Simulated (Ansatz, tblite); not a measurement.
Removing an electron: KF2⁻ (the lowest singlet isomer of a short search). Total charge -1; singlet. Geometry: PBE-D4/def2-TZVPD. Ansatz, gas phase; energy differences of separate SCF runs; the oxidised species was run as a doublet alone.

Cartesian coordinates in Å:
```
K -0.002 -0.003 0.001
F 1.255 -0.131 2.044
F -1.253 0.134 -2.045
```

The xTB rows come from tblite. Correlated methods freeze 7 core orbitals; core or outer-core shells of K are correlated, in sets that lack core-valence functions. The structure comes from a short search, and lower isomers may exist.

```csv
level,−HOMO (eV),vertical IE (eV),−LUMO (eV),HOMO–LUMO gap (eV)
GFN1-xTB,6.09,9.27,1.20,4.89
HF/def2-TZVPPD,–,3.69,–,–
PBE-D4/def2-TZVPD,0.63,4.03,-2.52,3.15
r2SCAN-D4/def2-TZVPD,0.87,4.07,-2.93,3.80
PBE0-D4/def2-TZVPD,2.39,4.53,-2.87,5.27
MP2/def2-TZVPPD,–,6.01,–,–
CCSD/def2-TZVPPD,–,5.56,–,–
CCSD(T)/def2-TZVPPD,–,5.70,–,–
```

  Raw xTB energy differences between charge states are shifted by several eV; the methods need an empirical correction for them.
